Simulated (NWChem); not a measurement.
System: GeH3, doublet; SMILES [GeH3]

```xyz
4

Ge     0.0000     0.0000     0.0404
H      1.0381     1.0381    -0.4311
H      0.3800    -1.4181    -0.4311
H     -1.4181     0.3800    -0.4311
```
Atoms are numbered in this order, from 1.

Results from NWChem. Spin-unrestricted. In the optimisation the excess spin sits in a (C3, its own frame). All runs use the structure optimised with PBE0/def2-SVP, spin-unrestricted. No stability test was run on the SCF state.

For level PW91/def2-TZVP:

highest occupied level (eV): -5.25
lowest empty minus highest occupied level, either spin (eV): 1.47

Q: What are these values for level CAM-B3LYP/def2-TZVP?

A: 
| Property | Result |
|---|---|
| highest occupied level (eV) | -7.49 |
| lowest empty minus highest occupied level, either spin (eV) | 5.64 |
